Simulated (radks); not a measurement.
The numbers below are computed, except where a source is named.
Task: Coherent X-ray form factor from a spherical all-electron density. Level of theory: scalar-relativistic Kohn-Sham, r2SCAN, spin-polarised, spherical densities, finite nucleus; meta-GGA in the generalised Kohn-Sham scheme; Fermi nuclear charge, rms radius of each element as measured or else 0.836 A^(1/3) + 0.57 fm (a radial shooting solver on a logarithmic mesh with Libxc functionals).

sin(theta)/lambda (1/angstrom),f0 (electrons)
0.05,40.818
0.1,40.282
0.15,39.419
0.2,38.270
0.25,36.889
0.3,35.335
0.4,31.953
0.5,28.569
0.6,25.497
0.8,20.762
1,17.627
1.25,14.798
1.5,12.371
2,8.481

The species is in the configuration that NIST lists as its ground one. Which atom or ion scatters so?

Result: The xenon ion Xe13+, [Kr] 4d5. Extrapolating in s^2 from the first two rows gives f0(0) = 41.0, near the electron count 41; among species with that count, the fall with angle is slower the higher Z, and the table is that of Z = 54; from so few rows the species is fixed only to a neighbour or two.
